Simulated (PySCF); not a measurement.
Partial charges of `CC#C[SiH2]N(C)C`

Compound: C₅H₁₁NSi.
Structure used (GFN2-xTB), in Å, numbered top down from 1:
```
atom  x, y, z in Å
C1     3.796   -0.278   -0.507
C2     2.455    0.074   -0.093
C3     1.334    0.364    0.241
Si4   -0.366    0.822    0.792
N5    -1.430    0.194   -0.410
C6    -1.242   -1.120   -0.967
C7    -2.797    0.634   -0.494
H8     4.526    0.301    0.059
H9     3.976   -1.339   -0.332
H10    3.926   -0.067   -1.569
H11   -0.578    2.273    0.780
H12   -0.551    0.287    2.158
H13   -1.595   -1.139   -2.003
H14   -1.794   -1.887   -0.408
H15   -0.184   -1.372   -0.953
H16   -2.881    1.652   -0.122
H17   -3.129    0.613   -1.537
H18   -3.473   -0.006    0.089
```

Density: PBE0/pcSseg-1 (PySCF); schemes: Mulliken, IAO, Hirshfeld and ESP-fitted. Isolated species at its GFN2-xTB geometry (one conformer only).

Problem. At which atom do the 4 schemes differ most?

Solution. At N5: from -0.784 (Mulliken) to -0.174 e (Hirshfeld), 0.610 e apart.

Problem. Which atoms carry the highest charge in the Mulliken, IAO, Hirshfeld and ESP-fitted schemes?

Solution. All schemes agree: Mulliken Si4 (+0.784); IAO Si4 (+0.904); Hirshfeld Si4 (+0.373); ESP-fitted Si4 (+0.718).

Problem. For which atoms does the sign change between the 4 schemes (beyond +0.03 e in one, beyond −0.03 e in another)?

Solution. C2. Atomic charges aren't observables, and each scheme defines them in its own way.

Problem. What partial charge does each atom carry?

Solution. In e:

```csv
atom,environment,Mulliken,IAO,Hirshfeld,ESP-fitted
C1,propargylic carbon,-0.162,-0.439,-0.093,-0.573
C2,alkyne carbon,-0.114,+0.003,-0.023,+0.335
C3,alkyne carbon,-0.444,-0.385,-0.178,-0.620
Si4,SiH2 silicon,+0.784,+0.904,+0.373,+0.718
N5,silicon-bound nitrogen,-0.784,-0.505,-0.174,-0.195
C6,N-methyl carbon,-0.074,-0.298,-0.073,-0.335
C7,N-methyl carbon,-0.065,-0.296,-0.069,-0.438
H8,methyl hydrogen,+0.154,+0.176,+0.064,+0.187
H9,methyl hydrogen,+0.152,+0.174,+0.063,+0.190
H10,methyl hydrogen,+0.153,+0.175,+0.063,+0.185
H11,Si–H hydrogen,-0.121,-0.134,-0.078,-0.134
H12,Si–H hydrogen,-0.122,-0.163,-0.092,-0.144
H13,methyl hydrogen,+0.105,+0.133,+0.038,+0.124
H14,methyl hydrogen,+0.091,+0.113,+0.029,+0.120
H15,methyl hydrogen,+0.131,+0.151,+0.036,+0.137
H16,methyl hydrogen,+0.113,+0.142,+0.044,+0.142
H17,methyl hydrogen,+0.108,+0.134,+0.039,+0.159
H18,methyl hydrogen,+0.094,+0.115,+0.030,+0.139
```

Mean size of the charges over all atoms: ESP-fitted 0.271 e, IAO 0.247 e, Mulliken 0.209 e, Hirshfeld 0.087 e. Each set sums to the total charge, 0, to within 0.001 e. The IAO scheme counts the electrons in orthogonalised intrinsic atomic orbitals, a minimal basis polarised so that it spans the occupied orbitals exactly.

Problem. How many electrons does the IAO scheme count on C7?

Solution. Z − q = 6 − (-0.296) = 6.296.

Problem. Sum the charges by element, for elements with more than one atom.

Solution. 
```tsv
element	atoms	Mulliken	IAO	Hirshfeld	ESP-fitted
C	5	-0.858	-1.415	-0.437	-1.630
H	11	+0.858	+1.016	+0.238	+1.107
```
